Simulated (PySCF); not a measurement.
Computed with PBE-D3(BJ)/def2-TZVP (PySCF). All species are isolated molecules in the gas phase. One relaxed conformer stands for a flexible species; it need not be the lowest. Excitations are Tamm–Dancoff values on a coarser integration grid. The basis has no diffuse functions, so Rydberg states are missing or too high.

Reference species (SMILES): `C(C=O)=B` (neutral, multiplicity 1).

HOMO–LUMO gap: 2.35 eV
S1–T1 gap (TDA): 0.31 eV
HOMO: -5.77 eV

Changed species: `[H]/B=C1\CO1`.

Q: What does the change do to the HOMO–LUMO gap, S1–T1 gap (TDA) and HOMO?

A: the HOMO–LUMO gap decreases by 0.55 eV, to 1.80 eV; the S1–T1 gap (TDA) rises by 0.24 eV, to 0.55 eV; the HOMO goes up by 0.82 eV, to -4.95 eV.
